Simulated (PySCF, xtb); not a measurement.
H3Ti, SMILES [TiH3+] (connectivity only; charge and spin as stated), charge +1, multiplicity 1.

xtb 6.7.1 with GFN2-xTB at its own geometry gives an orbital gap of 1.43 eV.

Geometry optimised at ωB97X-D3(BJ)/def2-TZVPD. The spin state was assumed, not searched.

Question: What does M06-2X/def2-TZVPD (PySCF) give? (The exact figures need the calculation; the answer reports its results.)

Answer: gap 5.46 eV (levels -12.53 and -7.07 eV).
